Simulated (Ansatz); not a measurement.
Computed with Ansatz on PBE0-D4/def2-TZVP structures; ΔE is electronic, products minus reactants. CBS: MP2 limit from def2 TZ/QZ plus the TZ coupled-cluster correction, frozen cores. This one scheme is used for every species. DFT in def2-TZVPP. B3LYP here is the variant with VWN-RPA as its local correlation; programs differ in this. Elements past krypton have def2 core potentials. For Sn outer-core shells are correlated without core-valence functions, which leaves a few kJ/mol of doubt a bond. One conformer a species, not always the lowest.

`[Cl][SnH2][Cl]` + CH₃OH → `O[CH2][SnH2][Cl]` + HCl  (formal exchange of groups at the Sn–Cl bond)

`[Cl][SnH2][Cl]`:

```xyz
5

Cl   -0.561   -1.099   -1.819
Sn   -0.044   -0.070    0.191
Cl    1.059    1.896   -0.340
H     1.048   -1.069    1.018
H    -1.502    0.343    0.951
```

CH₃OH:

Cartesian coordinates in Å:
```
C 0.192 -0.297 0.041
O -0.119 1.073 0.154
H 1.161 -0.445 0.519
H 0.275 -0.622 -1.003
H -0.540 -0.936 0.551
H -0.969 1.227 -0.262
```

`O[CH2][SnH2][Cl]`:

Z-matrix (Å, degrees):
```
C
Sn 1 2.153
O 1 1.412 2 107.3
H 1 1.096 2 106.9 3 121.1
H 1 1.097 2 109.0 3 -121.9
Cl 2 2.342 1 105.8 3 -95.9
H 2 1.700 1 113.0 3 19.9
H 2 1.707 1 113.0 3 149.7
H 3 0.961 1 108.9 2 172.5
```

HCl:

Cartesian coordinates in Å:
```
Cl 0.131 -0.517 -0.353
H -0.131 0.517 0.353
```

```
             level  ΔE (kJ/mol)
            PBE-D4        114.3
           ωB97M-V        118.2
             B3LYP        123.9
     HF/def2-TZVPP        140.8
SCS-MP2/def2-TZVPP        116.5
   CCSD/def2-TZVPP        113.7
     HF/def2-QZVPP        142.2
SCS-MP2/def2-QZVPP        120.0
```

Q: What does CCSD(T)/CBS give? (An estimate is asked.)

A: Ansatz gave: +116.6 kJ/mol. The listed levels differ from it by -2.3, 1.6, 7.3, 24.2, -0.1, -2.9, 25.6, 3.4 kJ/mol.

Largest T1 diagnostic among the species: 0.011.

In def2-TZVPP, CCSD(T) changes the Hartree–Fock value by −29.4 kJ/mol (the triples alone add −2.3 kJ/mol) and MP2 by −27.3 kJ/mol. The D4 term adds −3.4 kJ/mol with B3LYP and −2.0 kJ/mol with PBE0; it sums over pairs of atoms, weighted by their polarisabilities, and B3LYP, whose exchange is more repulsive, gets the larger term.
